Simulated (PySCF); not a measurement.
## Computed properties of In(H)(Br)(OH) (BrH2InO), SMILES [OH][InH][Br]

In(H)(Br)(OH) (BrH2InO), SMILES [Br][InH][OH]. Coordinates come from a B3LYP-D3(BJ)/def2-SVP optimisation. The def2 effective core potentials stand for the cores of In; spin–orbit coupling is left out. Other conformers were not sampled. All values are computed for the isolated molecule unless a solvent is named; none is compared with measurement here.

**Structure.** The optimised structure has Cs symmetry. All 9 harmonic modes at B3LYP-D3(BJ)/def2-SVP (PySCF) are real, so it is a minimum. With heavy atoms numbered as in [InH:1]([Br:3])[OH:4], the shortest bond between them is In1–O4 at 2.001 Å and the longest In1–Br3 at 2.497 Å.

**Vibrations.** The strongest infrared lines (harmonic, unscaled, degenerate partners summed) lie at 449 cm⁻¹ (141 km/mol, H 96 %), 1811 cm⁻¹ (126 km/mol, H 99 %), 296 cm⁻¹ (76 km/mol, H 95 %). The softest mode is at 117 cm⁻¹ and the zero-point energy is 12.2 kcal/mol.

**Electronic structure.** ωB97X/def2-TZVPD (PySCF) places the frontier levels at -10.51 and 0.04 eV, a gap of 10.55 eV, and gives a dipole moment of 3.61 D and a mean polarisability of 64.1 bohr³.

**Excitations.** TDA-CAM-B3LYP/def2-SVPD (PySCF) has S1 at 5.41 eV (229 nm, f = 0.033, weak); the most intense of the 10 singlets computed lies at 7.29 eV (f = 0.22). T1 (TDA) is at 4.86 eV, 0.55 eV under S1. No vertical singlet excitation falls in the visible range (under 3.1 eV).
